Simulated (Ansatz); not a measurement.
Cartesian coordinates in Å:
```
F -1.305 0.883 -1.147
B -0.634 -0.245 -1.040
F 0.590 -0.322 -1.526
F -1.255 -1.346 -0.669
S 0.264 0.344 1.599
H 1.126 1.290 1.193
H 1.213 -0.605 1.589
```

The species carries charge 0 and has multiplicity 1. The bonds changed during the relaxation, so this is another structure than the one it started from.

List the CAM-B3LYP/def2-TZVPP orbital energies in eV (Ansatz 0.2.0). (Estimate.)

Computed: Occupied: -2420.66, -674.25, -674.22, -674.22, -218.70, -189.76, -163.29, -163.20, -163.05, -36.53, -35.45, -35.45, -23.10, -18.38, -17.33, -17.32, -16.34, -14.55, -14.47, -14.46, -14.22, -14.09, -13.34, -12.33, -9.62. Lowest empty: 1.10, 1.23, 2.17, 2.57, 3.56, 3.73, 5.27, 6.13.
